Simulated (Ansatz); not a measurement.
CH4ClInO, SMILES `C[O][InH][Cl]`. The species carries charge 0 and has multiplicity 1. In takes the def2 core potential. Geometry: relaxed with PBE0-D4/def2-TZVP. It is one conformer, not always the lowest.

```xyz
8

C    -0.523    1.022    0.645
O     0.730    0.443    0.376
In    0.987   -1.175   -0.703
Cl   -1.069   -1.977   -1.457
H    -1.363    0.481    0.191
H    -0.690    1.055    1.728
H    -0.543    2.051    0.269
H     2.471   -1.901   -1.049
```

Problem. What is the dipole moment at r2SCAN/def2-TZVPP? (Estimate.)

Solution. Ansatz gave: 1.55 D, with components (1.54, 0.04, 0.18) D in this frame, pointing from negative to positive charge.

Problem. And with PBE, B3LYP, ωB97M-V? (Estimate.)

Solution. The calculation gave: PBE 1.45 D, B3LYP 1.50 D, ωB97M-V 1.57 D.

Problem. Give the Mulliken charges with r2SCAN, PBE, B3LYP in def2-TZVPP. (Estimate.)

Solution. The calculation gave: 
```json
{"atom": "C1", "r2SCAN": "0.04", "PBE": "-0.11", "B3LYP": "-0.09"}
{"atom": "O2", "r2SCAN": "-0.51", "PBE": "-0.43", "B3LYP": "-0.50"}
{"atom": "In3", "r2SCAN": "0.79", "PBE": "0.71", "B3LYP": "0.80"}
{"atom": "Cl4", "r2SCAN": "-0.40", "PBE": "-0.37", "B3LYP": "-0.39"}
{"atom": "H5", "r2SCAN": "0.05", "PBE": "0.08", "B3LYP": "0.09"}
{"atom": "H6", "r2SCAN": "0.05", "PBE": "0.09", "B3LYP": "0.09"}
{"atom": "H7", "r2SCAN": "0.05", "PBE": "0.09", "B3LYP": "0.09"}
{"atom": "H8", "r2SCAN": "-0.07", "PBE": "-0.07", "B3LYP": "-0.08"}
```

B3LYP here is the variant with VWN-RPA as its local correlation; programs differ in this.
